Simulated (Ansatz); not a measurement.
Isolated molecules relaxed with PBE0-D4/def2-TZVP in Ansatz; ΔE leaves out vibrations. CCSD(T)/CBS adds triple-zeta CCSD(T) − MP2 to the extrapolated MP2 energy (def2 sets, frozen cores). DFT in def2-TZVPP. One conformer a species, not always the lowest.

`CO[SiH2]C` + `CC1=CCCO1` → `CO[SiH](C)C` + `C1=COCC1`  (formal exchange of groups at the Si–H bond)

Problem. Is it downhill or uphill in electronic energy at CCSD(T)/CBS, and by how much? (Best estimate.)

Solution. The calculation gave: Downhill: ΔE = -0.26 eV.

Problem. What do these levels give: B2PLYP, revPBE, PBE0, CCSD/def2-TZVPP, HF/CBS(def2), MP2/CBS(def2)? (Estimate.)

Solution. The calculation gave: B2PLYP -0.24, revPBE -0.25, PBE0 -0.24, CCSD/def2-TZVPP -0.24, HF/CBS(def2) -0.18, MP2/CBS(def2) -0.25 eV.

Largest T1 diagnostic among the species: 0.012.

At CCSD(T), def2-SVP lies +0.14 eV from the extrapolated value and def2-TZVPP +0.01 eV. In def2-TZVPP, CCSD(T) changes the Hartree–Fock value by −0.07 eV (the triples alone add −0.01 eV) and MP2 by −0.06 eV. Leaving LDA and LC-ωPBE aside and taking each functional with its dispersion term where it has one, the values, not all of them listed here, spread over 0.04 eV, from r2SCAN-D4 to BHLYP-D4. LDA lies +0.04 eV from PBE without D4.
